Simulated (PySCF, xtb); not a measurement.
C2H7FOSi, SMILES F[Si@H](CO)C. One conformer was computed; it need not be the lowest.

Harmonic wavenumbers (cm⁻¹) from GFN2-xTB (xtb) at its own minimum, in rising order: 46, 100, 131, 186, 214, 287, 315, 608, 631, 682, 757, 773, 797, 837, 859, 1062, 1175, 1212, 1347, 1375, 1475, 1480, 1482, 2341, 2877, 2907, 3029, 3052, 3054, 3542.

Problem. What does PBE-D3(BJ)/def2-SVP in PySCF give at its own minimum? (An estimate is asked for; the answer gives what the named calculation found.)

Solution. 80, 130, 142, 209, 227, 294, 315, 594, 649, 689, 742, 761, 818, 853, 919, 1062, 1148, 1186, 1221, 1326, 1378, 1383, 1423, 2183, 2860, 2902, 2977, 3075, 3081, 3700. Paired by order, the mean absolute difference is 40 cm⁻¹ and the zero-point energies are 55.2 and 54.8 kcal/mol.
